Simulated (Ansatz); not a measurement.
Consider the silylene formation by 1,1-elimination: `N[SiH](F)[SiH2]F` → `N[Si]F` + `F[SiH3]`.

Gas-phase electronic energies from Ansatz, PBE0-D4/def2-TZVP geometries. CCSD(T)/CBS adds triple-zeta CCSD(T) − MP2 to the extrapolated MP2 energy (def2 sets, frozen cores). This one scheme is used for every species. Functionals use def2-TZVPP. B3LYP here is the variant with VWN-RPA as its local correlation; programs differ in this. One conformer a species, not always the lowest.

`N[SiH](F)[SiH2]F`:

```xyz
10

N    -1.243   -0.647   -1.009
Si   -0.659    0.652   -0.087
F    -1.566    1.036    1.186
Si    1.458   -0.011    0.688
F     1.422   -1.617    0.831
H    -2.008   -0.557   -1.657
H    -1.087   -1.602   -0.733
H    -0.661    1.865   -0.942
H     1.820    0.553    2.013
H     2.525    0.329   -0.290
```

`N[Si]F`:

```xyz
5

N     0.235    0.489   -0.247
Si    0.003   -1.195   -0.320
F    -0.873   -1.376    1.034
H    -0.121    1.092    0.482
H     0.756    0.990   -0.949
```

`F[SiH3]`:

Z-matrix (Å, degrees):
```
Si
F 1 1.600
H 1 1.482 2 108.3
H 1 1.482 2 108.3 3 -120.0
H 1 1.482 2 108.3 3 120.0
```

```csv
level,ΔE (kcal/mol),difference from CCSD(T)/CBS
PBE-D4,28.8,1.3
r2SCAN-D4,31.0,3.5
PBE0-D4,31.3,3.8
B3LYP-D4,26.3,-1.2
ωB97M-V,24.6,-2.9
PBE,26.7,-0.8
PBE0,29.4,1.9
B3LYP,22.8,-4.7
HF/def2-TZVPP,24.3,-3.2
SCS-MP2/def2-TZVPP,25.8,-1.7
CCSD/def2-TZVPP,25.7,-1.8
CCSD(T)/def2-TZVPP,26.0,-1.5
HF/def2-QZVPP,24.1,-3.4
MP2/def2-QZVPP,28.5,1.0
HF/CBS(def2),24.1,-3.4
MP2/CBS(def2),29.2,1.7
CCSD(T)/CBS,27.5,0
```

Largest T1 diagnostic among the species: 0.014.

From PBE to PBE0 (25 % exact exchange), in def2-TZVPP and without D4, ΔE moves by +2.7 kcal/mol. In def2-TZVPP, CCSD(T) changes the Hartree–Fock value by +1.7 kcal/mol (the triples alone add +0.3 kcal/mol) and MP2 by +3.4 kcal/mol. The D4 term adds +3.5 kcal/mol with B3LYP and +1.9 kcal/mol with PBE0; it sums over pairs of atoms, weighted by their polarisabilities, and B3LYP, whose exchange is more repulsive, gets the larger term.
